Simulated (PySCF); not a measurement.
AsH3, SMILES [AsH3] (connectivity only; charge and spin as stated), charge +1, multiplicity 2. Atoms are numbered in the order given.

```xyz
4

As     0.0000     0.0000     0.0343
H     -1.2443    -0.7184    -0.3775
H      0.0000     1.4368    -0.3775
H      1.2443    -0.7184    -0.3775
```
Charge +1, spin multiplicity 2.

Geometry: r2SCAN-D4/def2-TZVPD. The multiplicity is an assumed one; other spin states were not compared.

Calculation: PySCF with PBE/def2-TZVPD.

Mulliken values depend strongly on the basis, most of all with diffuse functions as here. Atomic charges (e):

```tsv
atom	Mulliken	meta-Löwdin	Mulliken spin
As1	0.01	?	1.01
H2	0.33	?	0.00
H3	0.33	?	0.00
H4	0.33	?	0.00
```

Task: Some entries are withheld; supply them. (An estimate is asked for; the answer gives what the named calculation found.)

Result: 
- As1, meta-Löwdin: 0.63
- H2, meta-Löwdin: 0.12
- H3, meta-Löwdin: 0.12
- H4, meta-Löwdin: 0.12
